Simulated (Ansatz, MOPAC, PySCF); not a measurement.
Dimer: N2 (SMILES N#N) (first 2 atoms) with GeH4 (SMILES [GeH4]); geometry from B3LYP-D3(BJ)/def2-TZVP, rigid monomers moved along the line of their centres of mass till N2···Ge3 is 4.14 Å.
(charge 0, multiplicity 1):
```xyz
7

N     -0.2136    -0.0766    -1.1125
N     -0.5000     0.3781    -0.1633
Ge     0.2085    -0.0872     3.8901
H      0.5867    -0.4086     5.3444
H     -0.4723    -1.3104     3.2587
H      1.4785     0.2555     3.0976
H     -0.7535     1.1084     3.8623
```

Monomers are frozen at their geometry in the pair; levels with a basis set take the counterpoise correction. Rows marked so take none.

Cores are frozen in the correlated methods. Filled d and f shells under p-block atoms count as core. CBS(a, b) extrapolates the correlation energy as X⁻³ and adds the Hartree–Fock energy of set b. Rows in 3-21G, 6-31G*, STO-3G carry no dispersion term and start afresh at each structure (6-31G* with six Cartesian d functions); the Pople sets are all-electron and without relativity. MP2/6-31G* freezes PySCF's default core, which leaves 3d correlated. The state that AM1, PM3 reach isn't checked.

Programs: Ansatz (a program for electronic structure) with Gaussian orbitals; MOPAC for AM1, PM3 (differences of heats of formation); PySCF for 3-21G rows, 6-31G* rows, STO-3G rows, the dispersion terms. 

Other levels give for the interaction energy: PBE/def2-TZVPPD -0.9; B3LYP/def2-TZVPPD 0.5; B3LYP-D3(BJ)/def2-TZVPPD -1.8; wB97M-V/def2-TZVPPD -1.7; CCSD(T)/CBS(aug-cc-pVDZ, aug-cc-pVTZ) -1.8 kJ/mol.

Common cheap choices:

```json
[
 {"level": "AM1", "interaction energy (kJ/mol)": "0.4", "less -1.8 (CCSD(T)/CBS(aug-cc-pVDZ, aug-cc-pVTZ))": "2.2"},
 {"level": "PM3", "interaction energy (kJ/mol)": "2.1", "less -1.8 (CCSD(T)/CBS(aug-cc-pVDZ, aug-cc-pVTZ))": "3.9"},
 {"level": "HF/STO-3G (no counterpoise)", "interaction energy (kJ/mol)": "-0.4", "less -1.8 (CCSD(T)/CBS(aug-cc-pVDZ, aug-cc-pVTZ))": "1.4"},
 {"level": "HF/3-21G (no counterpoise)", "interaction energy (kJ/mol)": "-3.6", "less -1.8 (CCSD(T)/CBS(aug-cc-pVDZ, aug-cc-pVTZ))": "-1.8"},
 {"level": "B3LYP/6-31G*", "interaction energy (kJ/mol)": "0.4", "less -1.8 (CCSD(T)/CBS(aug-cc-pVDZ, aug-cc-pVTZ))": "2.2"},
 {"level": "M06-2X/6-31G* (no counterpoise)", "interaction energy (kJ/mol)": "-3.0", "less -1.8 (CCSD(T)/CBS(aug-cc-pVDZ, aug-cc-pVTZ))": "-1.2"},
 {"level": "MP2/6-31G*", "interaction energy (kJ/mol)": "-0.9", "less -1.8 (CCSD(T)/CBS(aug-cc-pVDZ, aug-cc-pVTZ))": "0.8"},
 {"level": "MP2/6-31G* (no counterpoise)", "interaction energy (kJ/mol)": "-3.0", "less -1.8 (CCSD(T)/CBS(aug-cc-pVDZ, aug-cc-pVTZ))": "-1.3"}
]
```
